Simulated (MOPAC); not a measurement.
Job for MOPAC: PM6 on H2O2Pb (SMILES [OH][Pb][OH]), a point of a torsion scan.

```
PM6 1SCF PRECISE CHARGE=0 THREADS=1
H2O2Pb

O      1.39090479 1     0.36007286 1    -0.67411235 1
Pb    -0.43542541 1    -0.74218903 1    -0.42407811 1
O     -1.27630862 1    -0.23194495 1    -2.30150945 1
H      2.22282121 1     0.11601930 1    -0.28006784 1
H     -0.82192007 1     0.33507380 1    -2.91772046 1
```

It printed:

```
*******************************************************************************
 **                                                                           **
 **                              MOPAC v23.2.5                                **
 **                                                                           **
 *******************************************************************************
 ** MOPAC's Digital Object Identifier: https://doi.org/10.5281/zenodo.6511958 **
 **                                                                           **
 ** Please cite the open-source release paper for use of this MOPAC version:  **
 ** J. E. Moussa and J. J. P. Stewart (2026)                                  **
 ** MOPAC: An open-source semiempirical molecular orbital program             **
 ** J. Open Source Softw., 11(119), 8025, https://doi.org/10.21105/joss.08025 **
 *******************************************************************************

                              PM6 CALCULATION RESULTS

 *******************************************************************************
 *  PM6        - The PM6 Hamiltonian to be used
 *
 *
 *
 *                 CHARGE ON SYSTEM = 0
 *
 *
 *
 *  PRECISE    - TIGHTER CRITERIA TO BE USED
 *  1SCF       - DO 1 SCF AND THEN STOP
 *  THREADS=1  - MULTI-THREADING NOT USED
 *  T=         - A TIME OF 172800.0 SECONDS REQUESTED
 *  DUMP=N     - RESTART FILE WRITTEN EVERY 7200.0 SECONDS REQUESTED
 *******************************************************************************
PM6 1SCF PRECISE CHARGE=0 THREADS=1
 H2O2Pb

   ATOM   CHEMICAL          X               Y               Z
  NUMBER   SYMBOL      (ANGSTROMS)     (ANGSTROMS)     (ANGSTROMS)

     1       O          1.39090479  *   0.36007286  *  -0.67411235  *
     2      Pb         -0.43542541  *  -0.74218903  *  -0.42407811  *
     3       O         -1.27630862  *  -0.23194495  *  -2.30150945  *
     4       H          2.22282121  *   0.11601930  *  -0.28006784  *
     5       H         -0.82192007  *   0.33507380  *  -2.91772046  *



          CARTESIAN COORDINATES

    NO.       ATOM           X           Y           Z

     1         O          1.3909      0.3601     -0.6741
     2        Pb         -0.4354     -0.7422     -0.4241
     3         O         -1.2763     -0.2319     -2.3015
     4         H          2.2228      0.1160     -0.2801
     5         H         -0.8219      0.3351     -2.9177

 General Reference for PM6:
 "Optimization of Parameters for Semiempirical Methods V: Modification of NDDO Approximations
 and Application to 70 Elements", J. J. P. Stewart, J. Mol. Mod., 13, 1173-1213 (2007)
 URL: https://link.springer.com/article/10.1007/s00894-007-0233-4

           Empirical Formula: H2 O2 Pb  =     5 atoms



      MOLECULAR POINT GROUP   :   C1


      RHF CALCULATION, NO. OF DOUBLY OCCUPIED LEVELS = 9


 -------------------------------------------------------------------------------
 PM6 1SCF PRECISE CHARGE=0 THREADS=1
 H2O2Pb



     1SCF WAS SPECIFIED, SO BFGS WAS NOT USED
     SCF FIELD WAS ACHIEVED


                              PM6 CALCULATION
                                                       MOPAC v23.2.5 Linux




          FINAL HEAT OF FORMATION =        -55.86894 KCAL/MOL =    -233.75565 KJ/MOL


          COSMO AREA              =         99.84 SQUARE ANGSTROMS
          COSMO VOLUME            =         83.24 CUBIC ANGSTROMS

          IONIZATION POTENTIAL    =         10.562841 EV
          HOMO LUMO ENERGIES (EV) =        -10.563 -1.946
          NO. OF FILLED LEVELS    =          9
          MOLECULAR WEIGHT        =        241.2146         POINT GROUP:  C1

          MOLECULAR DIMENSIONS (Angstroms)

            Atom       Atom       Distance
            H     4    O     3     4.05601
           Pb     2    H     5     2.30791
            O     1    O     3     0.31343


          SCF CALCULATIONS        =          1





   ATOM   CHEMICAL          X               Y               Z
  NUMBER   SYMBOL      (ANGSTROMS)     (ANGSTROMS)     (ANGSTROMS)

     1       O          1.39090479  *   0.36007286  *  -0.67411235  *
     2      Pb         -0.43542541  *  -0.74218903  *  -0.42407811  *
     3       O         -1.27630862  *  -0.23194495  *  -2.30150945  *
     4       H          2.22282121  *   0.11601930  *  -0.28006784  *
     5       H         -0.82192007  *   0.33507380  *  -2.91772046  *

                             CARTESIAN COORDINATES

   1    O        1.390904790     0.360072860    -0.674112350
   2   Pb       -0.435425410    -0.742189030    -0.424078110
   3    O       -1.276308620    -0.231944950    -2.301509450
   4    H        2.222821210     0.116019300    -0.280067840
   5    H       -0.821920070     0.335073800    -2.917720460


           Empirical Formula: H2 O2 Pb  =     5 atoms



      MOLECULAR POINT GROUP   :   C1


                  EIGENVALUES
 -27.35927 -26.71569 -19.61138 -15.76140 -14.25718 -11.63623 -11.36149 -10.95401
 -10.56284  -1.94648  -0.70224  -0.48004   6.37606   6.52032


              NET ATOMIC CHARGES AND DIPOLE CONTRIBUTIONS

  ATOM NO.   TYPE          CHARGE      No. of ELECS.   s-Pop       p-Pop
    1          O          -0.847075        6.8471     1.68755     5.15953
    2         Pb           0.979999        3.0200     1.91453     1.10547
    3          O          -0.801975        6.8020     1.69117     5.11081
    4          H           0.333275        0.6667     0.66672
    5          H           0.335775        0.6642     0.66422
 DIPOLE           X         Y         Z       TOTAL
 POINT-CHG.    -0.560    -3.339     4.458     5.598
 HYBRID         1.218     1.501    -1.904     2.713
 SUM            0.658    -1.838     2.554     3.215


          ATOMIC ORBITAL ELECTRON POPULATIONS

     Atom    s        px        py        pz
    1  O   1.68755   1.46812   1.84637   1.84504
    2 Pb   1.91453   0.35721   0.31541   0.43285
    3  O   1.69117   1.78685   1.71180   1.61216
    4  H   0.66672
    5  H   0.66422

 **********************
 *                    *
 * JOB ENDED NORMALLY *
 *                    *
 **********************




 == MOPAC DONE ==
```

The run finished.

Cost: roughly 0.05 core-seconds.
